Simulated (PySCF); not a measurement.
ClGeH2NSi, GeH5N2Si (calculated)

Calculation on a computer-drawn molecule: the log of a Hartree-Fock and frozen-core CCSD(T) single point meant for a local Hartree-Fock minimum, with one planted fault or none, to be diagnosed. Offsets are logged minus clean, where the clean run is the same molecule without the fault. The reference is restricted for singlets and unrestricted otherwise, and also for a bond in bohr or an excited solution. Adding or removing an electron swaps singlet and doublet. The excited solution moves the top pair (singlet) or top alpha electron (doublet) to the lowest empty orbital. Highest occupied and lowest empty are orbital energies over both spins, largest force is the largest gradient component, triples share is (T) over the correlation energy, the T1 limit is 0.02 restricted and 0.045 unrestricted, electrons count all cores, a negative frequency is imaginary (commonest isotopes), and the dipole is about the centre of nuclear charge; on germanium a core potential holds 10 electrons, which the energies leave out, and 3d is frozen in MP2 and coupled-cluster steps. Program: PySCF 2.14.0.

Common to all runs: meant multiplicity 1; meant basis cc-pV(D+d)Z; meant basis and core potential on germanium cc-pVDZ-PP ECP10MDF; logged SCF converged yes; logged CC converged yes; logged SCF stable within its kind yes; possible faults no fault, one electron removed, one electron added, multiplicity raised by two, geometry at a saddle point, SCF held on an excited solution, minimal basis STO-3G, one bond length entered in bohr, all coordinates scaled.

```json
{"entry": 1, "formula": "ClGeH2NSi", "logged_structure": {"atoms_angstrom": [["Si", 1.0468, 0.1354, 0.0], ["N", -0.2487, 1.0422, 0.0], ["Ge", -2.0396, 0.8515, 0.0], ["Cl", -2.2658, -1.4351, 0.0], ["H", 1.1189, -1.3336, 0.0], ["H", 2.3884, 0.7397, 0.0]]}, "given": {"meant_charge": 0, "logged_electrons": 72, "logged_basis_functions": 93, "logged_spin_squared": 0.0, "logged_highest_occupied [eV]": -9.5491, "logged_lowest_empty [eV]": 0.29771, "logged_largest_force [hartree/bohr]": 2.0471e-05, "logged_lowest_frequency [cm^-1]": -97.305, "logged_T1_diagnostic": 0.018152, "logged_D1_diagnostic": 0.053874, "logged_triples_share": 0.034413, "logged_dipole_magnitude [debye]": 4.0465, "logged_energy_HF [hartree]": -1097.46114, "logged_energy_CCSD(T) [hartree]": -1097.98251, "drawn_bonds_atom": [1, 2, 3, 1, 1], "drawn_bonds_other_atom": [2, 3, 4, 5, 6], "drawn_bonds_order": [2, 1, 1, 1, 1]}, "results": {"planted_fault": "geometry at a saddle point", "HF_energy_offset_from_clean_run [kcal/mol]": 2.284, "CCSD(T)_energy_offset_from_clean_run [kcal/mol]": 3.871}}
{"entry": 2, "formula": "GeH5N2Si", "logged_structure": {"atoms_angstrom": [["N", 1.0592, 1.551, 2.3533], ["Ge", 0.8321, 1.2722, 0.7255], ["Si", 1.6012, -0.8348, -0.2168], ["N", 1.45, -1.2546, -1.7956], ["H", 1.5109, 0.834, 2.9025], ["H", -0.3855, 3.0101, -1.1676], ["H", 2.2563, -1.8682, 0.5894], ["H", 1.7745, -2.1323, -2.1703], ["H", 1.0277, -0.6776, -2.5037]]}, "given": {"meant_charge": 1, "logged_electrons": 64, "logged_basis_functions": 99, "logged_spin_squared": 1.5011, "logged_highest_occupied [eV]": -13.269, "logged_lowest_empty [eV]": -5.1389, "logged_largest_force [hartree/bohr]": 0.068209, "logged_T1_diagnostic": 0.087736, "logged_D1_diagnostic": 0.45812, "logged_triples_share": 0.044462, "logged_dipole_magnitude [debye]": 6.7763, "logged_energy_HF [hartree]": -693.73617, "logged_energy_CCSD(T) [hartree]": -694.29273, "drawn_bonds_atom": [1, 2, 3, 1, 2, 3, 4, 4], "drawn_bonds_other_atom": [2, 3, 4, 5, 6, 7, 8, 9], "drawn_bonds_order": [2, 1, 1, 1, 1, 1, 1, 1]}, "results": {"planted_fault": "one bond length entered in bohr, row 5 of the drawn bonds", "HF_energy_offset_from_clean_run [kcal/mol]": 57.07, "CCSD(T)_energy_offset_from_clean_run [kcal/mol]": 72.88}, "notes": ["T1 above single-reference limit"]}
```
